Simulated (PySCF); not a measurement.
# Bond lengths and vibrations by method: FH2NSi2

These are calculations, not measurements. They come from PySCF 2.14.0, an open-source quantum chemistry program, on an isolated molecule that a program drew, which may never have been made. The molecule is FH2NSi2 (charge 0, singlet), drawn as the SMILES string `F[Si]N=[SiH2]`.

The geometry was optimised and harmonic frequencies were computed with HF and MP2, all in the cc-pV(D+d)Z basis, for the commonest isotopes, with a restricted reference for singlets and an unrestricted one otherwise, and a frozen core in MP2. Each result is a local minimum of its method.

Geometry at the HF minimum:
```xyz
6
FH2NSi2, angstrom
F     0.4767   -3.4100    0.4787
Si    0.3523   -2.8745   -1.0664
N    -0.8945   -1.7584   -0.9343
Si   -2.0388   -0.6950   -0.9518
H    -1.8293    0.7431   -0.7269
H    -3.4513   -1.0106   -1.2120
```

Lengths of the bonds as drawn, in Å (atoms numbered as above):
```
  bond     HF    MP2
F1-Si2  1.640  1.654
Si2-N3  1.679  1.711
N3-Si4  1.562  1.599
Si4-H5  1.471  1.476
Si4-H6  1.471  1.476
```

Rotational constants, in GHz:
```
constant     HF    MP2
       A  18.08  18.68
       B  2.108      2
       C  1.931  1.847
```

Harmonic frequencies in cm^-1, each column in rising order, so a row needn't be the same motion in every method:
```
rank,HF,MP2
1,105,71
2,111,97
3,208,239
4,382,336
5,640,582
6,754,656
7,760,698
8,826,?
9,1091,1032
10,1453,1319
11,2372,2309
12,2372,2322
```

**Estimate the missing MP2 frequency from the HF column.**

A single factor s that minimises the squared misfit of MP2 against s times HF over the other rows is sum(HF x MP2) / sum(HF^2) = 0.9570, with an rms misfit of 42 cm^-1. For rank 8 it gives 0.9570 x 826 = 790 cm^-1. The calculation gives 814 cm^-1, 24 cm^-1 above the estimate. The drawn bonds are on average 1.2 % longer in MP2 than in HF.
